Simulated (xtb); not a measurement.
xtb input (GFN2-xTB):

```bash
xtb mol.xyz --gfn 2 --sp --chrg 0 --uhf 0
```
mol.xyz:
```
8

C     -2.06267239    -0.39568048     0.08846500
Si    -0.25188597    -0.04831905     0.01080302
Cl     0.64535156    -1.21838193    -1.41334649
Cl     0.08454981     1.91751364    -0.46311365
Cl     0.63413587    -0.43746975     1.81795858
H     -2.23108416    -1.44327031     0.34105235
H     -2.53055002     0.23128520     0.84847284
H     -2.52456088    -0.18571874    -0.87703096
```

End of the output:

```
         :::::::::::::::::::::::::::::::::::::::::::::::::::::
         ::                     SUMMARY                     ::
         :::::::::::::::::::::::::::::::::::::::::::::::::::::
         :: total energy             -19.170212872679 Eh    ::
         :: gradient norm              0.039379605739 Eh/a0 ::
         :: HOMO-LUMO gap              6.738778538685 eV    ::
         ::.................................................::
         :: SCC energy               -19.254013693331 Eh    ::
         :: -> isotropic ES            0.032311280822 Eh    ::
         :: -> anisotropic ES          0.000082806170 Eh    ::
         :: -> anisotropic XC          0.002746018401 Eh    ::
         :: -> dispersion             -0.007511836251 Eh    ::
         :: repulsion energy           0.083800820652 Eh    ::
         :: add. restraining           0.000000000000 Eh    ::
         :: total charge              -0.000000000000 e     ::
         :::::::::::::::::::::::::::::::::::::::::::::::::::::

           -------------------------------------------------
          |                Property Printout                |
           -------------------------------------------------

    * Orbital Energies and Occupations

         #    Occupation            Energy/Eh            Energy/eV
      -------------------------------------------------------------
         1        2.0000           -1.0826466             -29.4603
       ...           ...                  ...                  ...
         4        2.0000           -0.7157455             -19.4764
         5        2.0000           -0.5919551             -16.1079
         6        2.0000           -0.5079734             -13.8227
         7        2.0000           -0.5079734             -13.8227
         8        2.0000           -0.4836877             -13.1618
         9        2.0000           -0.4836877             -13.1618
        10        2.0000           -0.4819086             -13.1134
        11        2.0000           -0.4546454             -12.3715
        12        2.0000           -0.4546454             -12.3715
        13        2.0000           -0.4450757             -12.1111
        14        2.0000           -0.4450757             -12.1111
        15        2.0000           -0.4423642             -12.0373
        16        2.0000           -0.4385100             -11.9325 (HOMO)
        17                         -0.1908645              -5.1937 (LUMO)
        18                         -0.1908645              -5.1937
        19                         -0.1716993              -4.6722
        20                         -0.0973259              -2.6484
        21                         -0.0333795              -0.9083
        22                         -0.0333795              -0.9083
        23                          0.0005134               0.0140
        24                          0.0005134               0.0140
        25                          0.0040412               0.1100
        26                          0.0050988               0.1387
        27                          0.0053776               0.1463
       ...                                ...                  ...
        43                          0.6882667              18.7287
      -------------------------------------------------------------
                  HL-Gap            0.2476456 Eh            6.7388 eV
             Fermi-level           -0.3146872 Eh           -8.5631 eV

     #   Z          covCN         q      C6AA      α(0)
     1   6 C        3.654    -0.200    24.806     7.151
     2  14 Si       3.290     0.575   119.479    22.266
     3  17 Cl       0.809    -0.196   105.199    15.690
     4  17 Cl       0.809    -0.196   105.199    15.690
     5  17 Cl       0.809    -0.196   105.199    15.690
     6   1 H        0.925     0.071     2.079     2.255
     7   1 H        0.925     0.071     2.079     2.255
     8   1 H        0.925     0.071     2.079     2.255

 Mol. C6AA /au·bohr⁶  :       2567.893903
 Mol. C8AA /au·bohr⁸  :     109210.043549
 Mol. α(0) /au        :         83.253026

Wiberg/Mayer (AO) data.
largest (>0.10) Wiberg bond orders for each atom

 ---------------------------------------------------------------------------
     #   Z sym  total        # sym  WBO       # sym  WBO       # sym  WBO
 ---------------------------------------------------------------------------
     1   6 C    3.989 --     6 H    0.976     7 H    0.976     8 H    0.976
                             2 Si   0.906
     2  14 Si   4.203 --     3 Cl   1.086     5 Cl   1.086     4 Cl   1.086
                             1 C    0.906
     3  17 Cl   1.254 --     2 Si   1.086
     4  17 Cl   1.254 --     2 Si   1.086
     5  17 Cl   1.254 --     2 Si   1.086
     6   1 H    0.995 --     1 C    0.976
     7   1 H    0.995 --     1 C    0.976
     8   1 H    0.995 --     1 C    0.976
 ---------------------------------------------------------------------------

Topologies differ in total number of bonds
Writing topology from bond orders to xtbtopo.mol

molecular dipole:
                 x           y           z       tot (Debye)
 q only:       -0.968      -0.186       0.042
   full:       -0.844      -0.162       0.036       2.186
molecular quadrupole (traceless):
                xx          xy          yy          xz          yz          zz
 q only:        4.358       1.279      -2.062      -0.286      -0.055      -2.295
  q+dip:        4.855       1.424      -2.298      -0.318      -0.061      -2.557
   full:        4.823       1.415      -2.282      -0.316      -0.061      -2.540

           -------------------------------------------------
          | TOTAL ENERGY              -19.170212872679 Eh   |
          | GRADIENT NORM               0.039379605739 Eh/α |
          | HOMO-LUMO GAP               6.738778538685 eV   |
           -------------------------------------------------

------------------------------------------------------------------------
------------------------------------------------------------------------
 total:
 SCF:
Note: The following floating-point exceptions are signalling: IEEE_UNDERFLOW_FLAG IEEE_DENORMAL
normal termination of xtb
```
